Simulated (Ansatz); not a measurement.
Geometry optimisation, RKS B3LYP/def2-SVP in Ansatz.

The input (input.yaml):

```yaml
crystal:
  periodic: [false, false, false]
  atoms:
    - { symbol: Ge, position_ang: [-0.230368, 0.496381, -0.208156] }
    - { symbol: O, position_ang: [0.696688, -0.327231, 2.493851] }
    - { symbol: H, position_ang: [-0.092182, -0.299148, 3.055886] }
    - { symbol: O, position_ang: [1.377997, -0.064184, -0.733058] }
    - { symbol: H, position_ang: [1.545814, -0.991985, -0.497047] }
    - { symbol: O, position_ang: [-0.869864, 1.483349, -1.54627] }
    - { symbol: H, position_ang: [-0.899617, 1.00858, -2.389746] }
    - { symbol: H, position_ang: [-1.159562, -0.698525, 0.087965] }
    - { symbol: H, position_ang: [-0.095628, 1.52764, 0.935157] }
    - { symbol: H, position_ang: [0.839122, 0.622424, 2.275418] }
basis:
  gaussian: { orbitals: def2-SVP }
hamiltonian:
  xc: b3lyp
relax:
  f_tol: 0.03
  max_steps: 50
output:
  orbitals: {}
```

Command:

```bash
$ ansatz run input.yaml --threads 2 --pin off --max-ram 3072MiB --backend cpu --events-out ev --progress --plain --runs-dir out
```

Q: Where does it end, and by what steps?

A: It converged. The force dipped under the threshold on the way, but the program's further checks kept it going. After 23 steps the energy has fallen by 0.238 eV; H5 moved furthest, 1.21 Å.

```
step  energy less start (eV)  largest force component (eV/Å)  accepted
   0                  0.0000                           0.834       yes
   1                 -0.0576                           0.643       yes
   2                 -0.0486                           1.799        no
   3                 -0.0726                           0.889       yes
   4                 -0.0970                           0.692       yes
   5                 -0.1243                           0.568       yes
   6                 -0.1522                           0.604       yes
   7                 -0.1675                           0.409       yes
   8                 -0.1834                           0.558       yes
   9                 -0.1809                           1.013        no
  10                 -0.2020                           0.276       yes
  11                 -0.2125                           0.203       yes
  12                 -0.2215                           0.349       yes
  13                 -0.2013                           0.512        no
  14                 -0.2305                           0.088       yes
  15                 -0.2319                           0.165       yes
  16                 -0.2335                           0.193       yes
  17                 -0.2355                           0.103       yes
  18                 -0.2364                           0.016       yes
  19                 -0.2368                           0.072       yes
  20                 -0.2371                           0.058       yes
  21                 -0.2373                           0.025       yes
  22                 -0.2375                           0.031       yes
  23                 -0.2376                           0.029       yes
```

```xyz
10
Properties=species:S:1:pos:R:3
Ge -0.528 0.823 -0.368
O 1.173 -0.597 2.306
H 0.470 -1.146 2.681
O 1.072 0.057 -0.426
H 1.302 -0.286 0.458
O -0.924 1.236 -2.055
H -0.632 0.545 -2.666
H -1.575 -0.165 0.215
H -0.540 2.170 0.384
H 1.296 0.120 2.944
```

Run time: 58 s on 2 threads of Arm Neoverse V1, on a shared host, peak memory 0.23 GiB.
